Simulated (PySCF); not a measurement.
SMILES CC(C)C[SiH2]N, GFN2-xTB optimised geometry. Atoms within 1.6 Å of the plane z = 1.5 Å (x, y, z in Å): C1 (-0.44, -1.74, 1.21), C2 (0.09, -0.97, 0.00), C3 (1.61, -0.97, 0.00), C4 (-0.47, 0.45, 0.00), H7 (-1.52, -1.78, 1.21), H8 (-0.11, -1.27, 2.13), H9 (-0.07, -2.77, 1.20), H11 (1.99, -0.42, 0.86), H13 (1.99, -1.99, 0.06), H14 (-0.13, 0.96, 0.91), H15 (-1.56, 0.40, 0.07).

Level of theory: PBE0/def2-SVP run with PySCF 2.14.0. Cells within 0.4 Å of a nucleus heavier than hydrogen are left out (blank, or x).

Map of the log10 of the electron density (e/bohr³), floored at −4 on the plane z = 1.5 Å:

```
|00000000000000000000000000000|
|00000000000000000000000000000|
|00000000000000000000000000000|
|00000000000000000000000000000|
|00000000000000000000000000000|
|00000000000000000000000000000|
|00000000000000000000000000000|
|00000000000011110000000000000|
|00000000000123321000000000000|
|00000000012344443100000000000|
|00000000123456654210000000000|
|00000000123466664321110000000|
|00000001234566664333321000000|
|00000001234456654344443100000|
|00000001233455544456654200000|
|00000001234455554566654210000|
|00000012345677765566654210000|
|00000023567789876555553200000|
|00000024678999986544443100000|
|0000002468999x986444332100000|
|00000024678899986433321000000|
|00000013567789986432211000000|
|00000002345678876422110000000|
|00000001233567765321000000000|
|00000000012345554210000000000|
|00000000001233332100000000000|
|00000000000011110000000000000|
|00000000000000000000000000000|
|00000000000000000000000000000|
```
Scale: ten equal steps from -4.00 (start of '0') to -0.541 (end of '9'), in the order '0123456789'; x runs from -5.00 to 5.00, y from -5.00 (bottom) to 5.00 (top).
